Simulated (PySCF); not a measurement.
Compound: C₄H₁₂OSi₂.
SMILES: `CCO[SiH]1C[SiH2]C1`

Torsions of this conformer, `[CH3:1][CH2:2][O:3][SiH:4]1[CH2:5][SiH2:6][CH2:7]1`: C1–C2–O3–Si4 -178°, C2–O3–Si4–C5 -76°.

The closed-shell ground state was solved at several levels (PySCF, density fitting, gas phase, non-relativistic). The structure is a single GFN2-xTB conformer in the gas phase; no vibrational or solvent corrections.

```json
{"level": "wB97X-D/def2-SVPD", "basis functions": "247", "HOMO (eV)": "-9.40", "LUMO (eV)": "1.84", "gap (eV)": "11.24", "dipole (D)": "1.23"}
{"level": "PBE0/pcSseg-1", "basis functions": "193", "HOMO (eV)": "-7.58", "LUMO (eV)": "0.42", "gap (eV)": "8.00", "dipole (D)": "1.29"}
```

Problem. Estimate the row for PBE0/def2-SVPD, a basis of 247 functions; the other rows only guide the guess.

Solution. HOMO -7.56 eV, LUMO 0.17 eV, gap 7.73 eV, dipole 1.21 D.

Problem. Over all these levels, which gives the widest orbital gap and which the narrowest?

Solution. wB97X-D/def2-SVPD (range-separated hybrid) has the widest, 11.24 eV, and PBE0/def2-SVPD (global hybrid, 25 % exact exchange) the narrowest, 7.73 eV. The two share the basis. From the narrowest to the widest the HOMO moves by -1.84 eV and the LUMO by +1.67 eV.

Problem. How far do the dipole and the HOMO energy spread over the levels?

Solution. The dipole runs from 1.21 to 1.29 D (mean 1.24 D) and the HOMO from -9.40 to -7.56 eV.
